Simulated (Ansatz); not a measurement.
Stepwise reaction of `[CH3][GeH2][Cl]` with hydrogen fluoride, as a gas-phase model of exchange steps in deposition or etching. ΔE in kJ/mol; ΔG adds harmonic PBE0-D4 terms to CCSD(T)/CBS, at 1 bar.

Isolated molecules relaxed with PBE0-D4/def2-TZVP in Ansatz; ΔE leaves out vibrations. CBS: MP2 limit from def2 TZ/QZ plus the TZ coupled-cluster correction, frozen cores. This one scheme is used for every species. Functionals use def2-TZVPP. B3LYP here is the variant with VWN-RPA as its local correlation; programs differ in this. For Ge outer-core shells are correlated without core-valence functions, which leaves a few kJ/mol of doubt a bond. Scalar relativity is left out up to krypton.

```tsv
step	reaction	PBE-D4	B3LYP-D4	ωB97M-V	CCSD(T)/CBS	ΔG(600 K)
1	`[CH3][GeH2][Cl]` + H–F → `[CH3][GeH]([F])[Cl]` + H₂	-51.6	-55.2	-54.0	-47.4	-46.2
2	`[CH3][GeH]([F])[Cl]` + H–F → `[CH3][Ge]([F])([F])[Cl]` + H₂	-52.4	-55.8	-55.3	-49.1	-47.5
```

(1) By hand: ΔE of the 2 steps together at CCSD(T)/CBS.

Answers

(1) (-47.4) + (-49.1) = -96.5 kJ/mol, or -48.2 kJ/mol a step.

In ΔE the steps differ by no more than 1.7 kJ/mol. All are downhill at CCSD(T)/CBS. ΔG lies between -47.5 and -46.2 kJ/mol a step. PBE-D4 differs from CCSD(T)/CBS by -4.2 to -3.3 kJ/mol a step. Isolated molecules leave out the surface, adducts and barriers. Largest T1 diagnostic: 0.011.
